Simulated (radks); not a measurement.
The numbers below are computed, except where a source is named.
Coulomb parameter of the 5d shell of the tantalum ion Ta3+ in the model configuration [Xe] 4f14 5d0.5 6s1.5, as a second difference U = [E(n + 0.25) + E(n - 0.25) - 2 E(n)] / (0.25)^2 with all orbitals relaxed. "Bare": the charge of the atom changes with n. "Screened": the 6s shell takes up the change at fixed total charge, which measures U(5d,5d) + U(6s,6s) - 2 U(5d,6s). Level of theory: scalar-relativistic Kohn-Sham, BLYP, spin-unpolarised, spherical densities, finite nucleus; Fermi nuclear charge, rms radius 5.3507 fm (a radial shooting solver on a logarithmic mesh with Libxc functionals).

case                      configuration  E - E(n) (eV)
start             [Xe] 4f14 5d0.5 6s1.5          0.000
bare +0.25       [Xe] 4f14 5d0.75 6s1.5         -7.763
bare -0.25       [Xe] 4f14 5d0.25 6s1.5          8.508
screened +0.25  [Xe] 4f14 5d0.75 6s1.25         -0.761
screened -0.25  [Xe] 4f14 5d0.25 6s1.75          0.825

U(bare) = 11.919 eV, U(screened by 6s) = 1.022 eV, against the Slater integral F0(5d,5d) = 13.818 eV with frozen orbitals.
